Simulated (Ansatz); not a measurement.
`[O+]#[C][Ru-4]([C]#[O+])([C]#[O+])[C]#[O+]`, relaxed with RKS PBE0-D4/def2-TZVP in Ansatz 0.2.0 from a GFN2-xTB geometry. The force threshold is 0.005 eV/Å; the program also tests the step.

The species carries charge 0 and has multiplicity 1. Ru takes the def2 core potential.

Start:

```xyz
9

O     1.172    2.721    0.343
C     0.901    1.611    0.374
Ru    0.001   -0.001    0.000
C    -0.836   -0.195    1.676
O    -1.081   -0.607    2.713
C     1.377   -0.810   -1.000
O     2.223   -1.528   -1.271
C    -1.440   -0.606   -1.052
O    -2.318   -0.584   -1.783
```

```tsv
step	energy (eV)	largest force (eV/Å)	largest move (Å)
1	-14912.0716	0.960	0.000
2	-14912.1675	0.550	0.101
3	-14912.2460	0.589	0.196
4	-14912.2762	0.169	0.200
5	-14912.2812	0.105	0.039
6	-14912.2842	0.065	0.094
7	-14912.2866	0.125	0.054
8	-14912.2877	0.107	0.023
9	-14912.2892	0.046	0.034
10	-14912.2919	0.042	0.057
11 (rejected)	-14912.2680	0.818	0.152
12	-14912.2926	0.020	0.026
13	-14912.2927	0.027	0.022
14	-14912.2928	0.006	0.009
15	-14912.2928	0.001	0.004
```

End:

```xyz
9

O     1.430    2.466    0.615
C     1.028    1.402    0.528
Ru    0.121   -0.225    0.152
C    -1.007   -0.040    1.713
O    -1.624    0.001    2.663
C     1.410   -0.713   -1.204
O     2.194   -1.064   -1.945
C    -1.332   -0.834   -0.911
O    -2.220   -0.992   -1.610
```

Hardware: 4 threads of an Intel Xeon on a shared host. Wall time 3.9 min, peak host memory 1 GiB.
